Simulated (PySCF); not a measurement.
H₈N₂OSi₂, SMILES N[SiH2]N[SiH2]O.

The structure is a stationary point at PBE-D3(BJ)/def2-SVP. The structure was generated by enumeration, and PubChem lists no compound with its InChIKey, so it may never have been made. Other conformers were not sampled.

Level of theory: HF/def2-TZVP run with PySCF.

Computed frontier levels, gap, dipole moment and polarisability:
```yaml
highest_occupied_level: -10.83 eV
lowest_empty_level: 2.89 eV
orbital_gap: 13.72 eV
dipole_moment: 2.19 D
quadrupole, principal values (traceless, Buckingham form, about the centre of nuclear charge): -15.92, 7.01, 8.91 D·Å
mean_static_polarisability: 62.7 bohr³ (9.29 Å³)
polarisability_principal_values: 57.1, 59.8, 71.1 bohr³
```
